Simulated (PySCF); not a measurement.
Compound: C8H9F.
Atom-mapped SMILES: `[CH3:1][C:2]1=[CH:3][C@@H:4]2[CH:5]=[C:6]([CH2:7][F:8])[C@H:9]12`

Structure used (GFN2-xTB), in Å, numbered top down from 1:
```
atom  x, y, z in Å
C1     1.793    1.470   -0.670
C2     1.260    0.168   -0.207
C3     1.410   -1.114   -0.539
C4     0.412   -1.617    0.481
C5    -1.027   -1.556    0.019
C6    -1.180   -0.275    0.352
C7    -2.251    0.745    0.235
F8    -3.385    0.222   -0.336
C9     0.234   -0.121    0.875
H10    2.518    1.325   -1.467
H11    2.274    1.997    0.154
H12    0.982    2.099   -1.037
H13    1.975   -1.641   -1.284
H14    0.711   -2.393    1.176
H15   -1.652   -2.287   -0.455
H16   -2.542    1.135    1.220
H17   -1.929    1.579   -0.402
H18    0.390    0.270    1.873
```

NICS = −σ at a ghost point: NICS(0) at the centroid of the ring atoms, NICS(1) 1 Å to either side along the normal of their mean plane, zz for the tensor component along that normal. Level: GIAO PBE0/pcSseg-1 (PySCF, non-relativistic, gas phase) on the GFN2-xTB geometry, one conformer.

Ring bond lengths (Å), with Mayer bond orders in brackets: C2–C3 1.332 (1.77), C3–C4 1.513 (1.00), C4–C9 1.557 (0.98), C9–C2 1.519 (0.98); C4–C5 1.513 (0.99), C5–C6 1.332 (1.77), C6–C9 1.516 (0.97), C9–C4 1.557 (0.98).

Problem. Give the NICS values of each ring in ppm.

Solution. 
```json
{"ring": "C2–C3–C4–C9", "type": "4-membered carbocycle; formal bonds 1 double, 3 single", "NICS(0)": "-2.0", "NICS(1), two faces": "-2.6 / -2.3", "NICS(1)zz, two faces": "-1.0 / -3.4", "rms pucker (Å)": "0.00", "centre to ring atoms, mean (Å)": "1.05"}
{"ring": "C4–C5–C6–C9", "type": "4-membered carbocycle; formal bonds 1 double, 3 single", "NICS(0)": "-2.2", "NICS(1), two faces": "-2.4 / -2.2", "NICS(1)zz, two faces": "-1.0 / -3.4", "rms pucker (Å)": "0.00", "centre to ring atoms, mean (Å)": "1.05"}
```

Problem. What do they say, and how far can they be read as aromaticity?

Solution. 
- C2–C3–C4–C9: mean NICS(1)zz -2.2 ppm, near zero. C4, C9 have four or more neighbours, and the NICS criterion for π rings isn't applied.
- C4–C5–C6–C9: mean NICS(1)zz -2.2 ppm, near zero. C4, C9 have four or more neighbours, so the value isn't read as a sign of a π ring current.

Problem. At the second NICS(1) probe listed for ring C4–C5–C6–C9, 1 Å off the ring, how large is the induced field along the normal in 7.05 T applied along it?

Solution. NICSzz × B0 = -3.4 ppm × 7.05 T = -24 μT, against the applied field.

Hardware: one thread of an Arm Neoverse N1, shared host with 64 logical CPUs at a one-minute load of 39. Cost: 64 s wall (with the writing of density and orbital grids), 0.87 GiB resident at most. This is the whole shielding run at PBE0/pcSseg-1, SCF included.
